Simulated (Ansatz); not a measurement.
An input meant for the cluster Ag2Au2⁺ (charge 1, doublet; atoms displaced at random, 0.03 Å in each coordinate).

```yaml
crystal:
  periodic: [false, false, false]
  atoms:
    - {symbol: Au, position_ang: [-0.652401, -1.041776, -0.722514]}
    - {symbol: Au, position_ang: [0.754428, 1.071050, 0.838122]}
    - {symbol: Ag, position_ang: [0.014175, 0.536922, -0.640392]}
    - {symbol: Ag, position_ang: [-0.023322, -0.457627, 0.773499]}
basis:
  gaussian: {orbitals: def2-mTZVP}
total_charge: 1
magnetization: {spin_polarized: true, initial_magnetization: 1}
hamiltonian: {xc: {name: BLYP}}
```

```sh
$ ansatz run in.yaml --threads 4 --pin off --events-out ev --progress --plain --max-ram 3916MiB
```

It prints (some lines left out):

```
Functional definition: BLYP
1358 factors; their error is unknown
mean field evaluation 1: about -15281.5770 eV, gradient 7.7e1 eV
mean field evaluation 2: about -15019.5871 eV, gradient 3.0e2 eV
mean field evaluation 4: about -15294.2419 eV, gradient 3.5e1 eV
mean field evaluation 8: about -15299.3505 eV, gradient 2.8e-1 eV
mean field evaluation 16: about -15299.3433 eV, gradient 1.8e-4 eV
mean field evaluation 32: about -15294.3470 eV, gradient 2.4e1 eV
mean field evaluation 64: about -15297.2797 eV, gradient 2.5e0 eV
mean field -15299.34332496 eV, -562.2404969250 hartree, gradient 2.3e-5 eV, S^2 0.754853; 8 other end points of the search recorded, 0 dependent functions left out
reference -15299.34361618 eV, -562.2405076271 hartree; 38, 37 occupied and 100, 101 virtual orbitals, 1358 factors
Total energy: -15299.34361618 eV, -562.2405076271 hartree
```

Task: What is wrong with this run?

Result: The geometry is squeezed to about two thirds of its size. The calculation finished and met its thresholds. The result belongs to that input, not to the species as meant.
